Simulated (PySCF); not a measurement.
An element was calculated at PBE (PySCF 2.14, ECP, a double-zeta basis, no spin-orbit coupling), in the ground configurations that NIST lists.

| Property | Result |
| --- | --- |
| electron affinity | 2.001 eV |
| first ionisation energy | 8.973 eV |
| second ionisation energy | 17.976 eV |
| third ionisation energy | 29.356 eV |
| polarisability of the atom | 47.4 bohr³ |

Question: Which element is it?

Answer: Iridium (Ir, Z = 77), in aug-cc-pVDZ-PP with ECP60MDF. NIST lists 8.967, 17 ± 0.3, 28 ± 1.6 eV for these ionisation energies.
